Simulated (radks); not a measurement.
Results of a calculation; reference values are marked as such.
All-electron atom: the tungsten ion W+ in [Kr] 4d10 4f14 5s2 5p5.5 5d4 6s1 6d0.5 (fractional occupations, a model configuration).

Code: a radial shooting solver on a logarithmic mesh with Libxc functionals. Model: Dirac Kohn-Sham, RPBE, spin-unpolarised, spherical densities, finite nucleus; open shells fill j = l - 1/2 first; Fermi nuclear charge, rms radius 5.3658 fm.

Energy parts (hartree):
total: -16162.6990
kinetic: 18201.6241
electron-nucleus: -40334.2350
Hartree: 6295.0654
exchange-correlation: -325.1535

Orbitals (lengths in bohr, moments of r in powers of bohr; <r^-3> diverges for s and p1/2; r(max) is where P^2 peaks):
orbital,occ.,eigenvalue (hartree),r(max),<1/r>,<r^4>,<r^-3>,small-component weight
1s1/2,2,-2549.900,0.01145,87.05,5.821e-07,-,7.79e-02
2s1/2,2,-440.1882,0.06587,21.18,0.00008710,-,1.76e-02
2p1/2,2,-421.0172,0.04897,21.15,0.00005245,-,1.77e-02
2p3/2,4,-371.3104,0.05580,17.77,0.00007642,16320,1.60e-02
3s1/2,2,-101.7049,0.1855,7.776,0.003218,-,5.81e-03
3p1/2,2,-93.15194,0.1737,7.692,0.002840,-,5.75e-03
3p3/2,4,-82.40305,0.1877,6.818,0.003753,3693,5.26e-03
3d3/2,4,-67.98421,0.1471,6.711,0.002549,638.4,5.14e-03
3d5/2,6,-65.64654,0.1510,6.504,0.002775,543.0,5.01e-03
4s1/2,2,-21.32435,0.4211,3.267,0.07571,-,1.91e-03
4p1/2,2,-17.77391,0.4209,3.157,0.08277,-,1.82e-03
4p3/2,4,-15.28421,0.4504,2.853,0.1094,856.0,1.63e-03
4d3/2,4,-9.44890,0.4472,2.638,0.1410,129.7,1.44e-03
4d5/2,6,-8.99005,0.4565,2.565,0.1540,108.0,1.39e-03
5s1/2,2,-3.31694,0.9631,1.266,2.399,-,4.28e-04
5p1/2,2,-2.26298,1.033,1.137,3.707,-,3.53e-04
5p3/2,3.5,-1.89887,1.116,1.030,5.196,122.9,3.02e-04
4f5/2,6,-1.69108,0.4263,2.102,0.4867,19.65,9.83e-04
4f7/2,8,-1.60873,0.4313,2.071,0.5239,18.72,9.61e-04
5d3/2,4,-0.55754,1.436,0.7083,29.42,9.171,1.46e-04
5d5/2,0,-0.52616,1.478,0.6840,33.77,7.403,1.37e-04
6s1/2,1,-0.51568,2.499,0.4452,128.7,-,6.33e-05
6p1/2,0,-0.32482,3.014,0.3562,321.1,-,4.06e-05
6p3/2,0,-0.29141,3.285,0.3261,444.7,11.31,3.47e-05
7s1/2,0,-0.15969,6.483,0.1815,4148,-,1.30e-05
6d3/2,0.5,-0.12119,6.092,0.1814,4464,0.5689,1.19e-05
6d5/2,0,-0.11919,6.229,0.1784,4762,0.4853,1.17e-05

The highest occupied level is 6d3/2 at -3.298 eV. The configuration is held as typed, so some empty levels lie below it. Summed over all electrons, <r^2> = 76.65 bohr^2, which gives a Langevin (diamagnetic) susceptibility term of -60.7 x 10^-6 cm^3/mol. The density falls to 0.001 e/bohr^3 at r = 4.31 bohr. The electron density at the nucleus is 1.425e+06 e/bohr^3.
